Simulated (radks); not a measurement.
Values are calculated unless marked as measured or tabulated.
Ionisation of Yb50+, [Ar] 3d2, to Yb51+, [Ar] 3d1, under several functionals. Dirac Kohn-Sham, spin-unpolarised, spherical densities, point nucleus; open shells fill j = l - 1/2 first; a radial shooting solver on a logarithmic mesh with Libxc functionals.

[
 {"functional": "B86b exchange with PBE correlation", "E(Yb50+) (hartree)": "-11774.2246", "Exc (hartree)": "-178.1612", "IE (eV)": "4501.0", "-e(HOMO) (eV)": "4435.1", "<r> HOMO (bohr)": "0.1757", "IE error (eV)": "-1.0"},
 {"functional": "HCTH/407", "E(Yb50+) (hartree)": "-11775.2128", "Exc (hartree)": "-179.2010", "IE (eV)": "4509.8", "-e(HOMO) (eV)": "4444.1", "<r> HOMO (bohr)": "0.1755", "IE error (eV)": "+7.8"},
 {"functional": "exchange-only B88", "E(Yb50+) (hartree)": "-11773.2412", "Exc (hartree)": "-177.1783", "IE (eV)": "4499.6", "-e(HOMO) (eV)": "4433.6", "<r> HOMO (bohr)": "0.1756", "IE error (eV)": "-2.4"},
 {"functional": "BP86", "E(Yb50+) (hartree)": "-11774.8121", "Exc (hartree)": "-178.7574", "IE (eV)": "4501.4", "-e(HOMO) (eV)": "4435.5", "<r> HOMO (bohr)": "0.1757", "IE error (eV)": "-0.6"},
 {"functional": "BLYP", "E(Yb50+) (hartree)": "-11774.3157", "Exc (hartree)": "-178.2533", "IE (eV)": "4501.2", "-e(HOMO) (eV)": "4435.2", "<r> HOMO (bohr)": "0.1756", "IE error (eV)": "-0.8"},
 {"functional": "LDA (Slater exchange, Perdew-Wang correlation)", "E(Yb50+) (hartree)": "-11764.1789", "Exc (hartree)": "-168.0371", "IE (eV)": "4501.0", "-e(HOMO) (eV)": "4435.0", "<r> HOMO (bohr)": "0.1756", "IE error (eV)": "-1.0"},
 {"functional": "LDA (Slater exchange, Perdew-Zunger correlation)", "E(Yb50+) (hartree)": "-11764.1883", "Exc (hartree)": "-168.0466", "IE (eV)": "4501.0", "-e(HOMO) (eV)": "4435.0", "<r> HOMO (bohr)": "0.1756", "IE error (eV)": "-1.0"},
 {"functional": "PBEsol", "E(Yb50+) (hartree)": "-11769.1525", "Exc (hartree)": "-173.0510", "IE (eV)": "4500.4", "-e(HOMO) (eV)": "4434.5", "<r> HOMO (bohr)": "0.1757", "IE error (eV)": "-1.6"}
]

NIST Atomic Spectra Database: 4502 eV (theoretical). Closest: BP86. The Delta-SCF values span 10.23 eV, the total energies 11.03 hartree. The highest occupied level is 3d3/2. Spin polarisation and multiplet splitting are left out, so open shells lie too high by an amount that depends on their filling.

Beside tabulated values, note that spin-unpolarised runs miss the spin-polarisation part of the exchange energy of open shells.
